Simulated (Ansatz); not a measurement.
`N=CBO`, charge 0, multiplicity 1.

(1) Give a relaxed structure at PBE0-D4/def2-TZVP (Ansatz 0.2.0). (Best estimate.)

Results:

(1) Computed: 
Z-matrix (Å, degrees):
```
C
B 1 1.592
N 1 1.273 2 115.3
H 1 1.097 2 122.9 3 -180.0
O 2 1.339 1 115.9 3 -0.0
H 2 1.196 1 124.6 3 180.0
H 3 1.020 1 113.2 2 -180.0
H 5 0.974 2 108.2 1 0.0
```
Point group Cs.
